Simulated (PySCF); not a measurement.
A side-by-side comparison of computed properties.

First species: C5H9N3Si.
SMILES: `[SiH3]n1nncc1C1CC1`

Second species: C2H7NSi2.
Atom-mapped SMILES: `[N:1]#[C:2][CH2:3][SiH2:4][SiH3:5]` (hydrogens: H6, H7 on C3; H8, H9 on Si4; H10, H11, H12 on Si5)

Levels: CAM-B3LYP/def2-SVPD for dipole moment, HOMO energy, LUMO energy, HOMO–LUMO gap, static isotropic polarisability and electronic spatial extent ⟨r²⟩ about the centre of nuclear charge; TDDFT CAM-B3LYP/def2-SVPD for lowest singlet excitation; TDA CAM-B3LYP/def2-SVPD for lowest triplet excitation (Tamm–Dancoff); ΔSCF CAM-B3LYP/def2-SVPD for vertical ionisation energy; PBE0-D3(BJ)/def2-SVP for rotational constant A and rotational constant C. Geometries: PBE0-D3(BJ)/def2-SVP. Each structure is a single optimised conformer of the isolated species, non-relativistic unless stated. Electronic properties by PySCF.

The conformers computed, where there is a choice (atom-mapped SMILES and torsion angles):
- `[SiH3:1][n:2]1[n:3][n:4][cH:5][c:6]1[CH:7]1[CH2:8][CH2:9]1`: C5–C6–C7–C8 105°
- `[N:1]#[C:2][CH2:3][SiH2:4][SiH3:5]`: C2–C3–Si4–Si5 -55°

Values for the first species:

| Item | Value |
| --- | --- |
| Dipole moment | 5.01 D |
| HOMO energy | -8.61 eV |
| LUMO energy | 0.63 eV |
| HOMO–LUMO gap | 9.24 eV |
| Lowest singlet excitation | 5.50 eV |
| Lowest triplet excitation (Tamm–Dancoff) | 4.37 eV |
| Static isotropic polarisability | 99.7 au |
| Vertical ionisation energy | 9.26 eV |
| Electronic spatial extent ⟨r²⟩ about the centre of nuclear charge | 1411 bohr² |
| Rotational constant A | 1.911 GHz |
| Rotational constant C | 0.826 GHz |

(1) Estimate the same properties for the second species, and the change in each.

## Answers

(1) 
```
                                                         property       first     second  second less first
                                                    dipole moment      5.01 D     3.89 D            -1.12 D
                                                      HOMO energy    -8.61 eV   -9.87 eV           -1.26 eV
                                                      LUMO energy     0.63 eV    0.52 eV           -0.11 eV
                                                    HOMO–LUMO gap     9.24 eV   10.39 eV           +1.15 eV
                                        lowest singlet excitation     5.50 eV    7.18 eV           +1.68 eV
                         lowest triplet excitation (Tamm–Dancoff)     4.37 eV    6.20 eV           +1.83 eV
                                  static isotropic polarisability     99.7 au    84.9 au           -14.8 au
                                       vertical ionisation energy     9.26 eV   10.64 eV           +1.38 eV
electronic spatial extent ⟨r²⟩ about the centre of nuclear charge  1411 bohr²  871 bohr²         -540 bohr²
                                            rotational constant A   1.911 GHz  4.251 GHz         +2.340 GHz
                                            rotational constant C   0.826 GHz  1.395 GHz         +0.569 GHz
```

On the first: In wavenumbers S1 is 44400 cm⁻¹ (1 eV = 8065.54 cm⁻¹). The vertical singlet–triplet gap S1 − T1 is 1.13 eV (TDDFT singlet less Tamm–Dancoff triplet; S1: HOMO−1→LUMO, weight 0.67; T1: HOMO→LUMO, weight 0.70).

On the second: The dipole matches unit charges of opposite sign 0.81 Å apart (1 e·Å = 4.8032 D). The vertical singlet–triplet gap S1 − T1 is 0.98 eV (TDDFT singlet less Tamm–Dancoff triplet).
